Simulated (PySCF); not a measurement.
CH6BNO, SMILES B(C)(O)N.

Coordinates come from a PBE0-D3(BJ)/def2-SVP optimisation. One conformer was computed; it need not be the lowest.

Computed with CAM-B3LYP/def2-TZVP run with PySCF.

Computed frontier levels, gap, dipole moment and polarisability:
- highest occupied level: -9.03 eV
- lowest empty level: 1.44 eV
- orbital gap: 10.46 eV
- dipole moment: 0.188 e·Å
- quadrupole, principal values (traceless, Buckingham form, about the centre of nuclear charge): -4.52, -3.92, 8.45 D·Å
- mean static polarisability: 38.2 bohr³ (5.65 Å³)
- polarisability, principal values: 31.4, 38.9, 44.2 bohr³
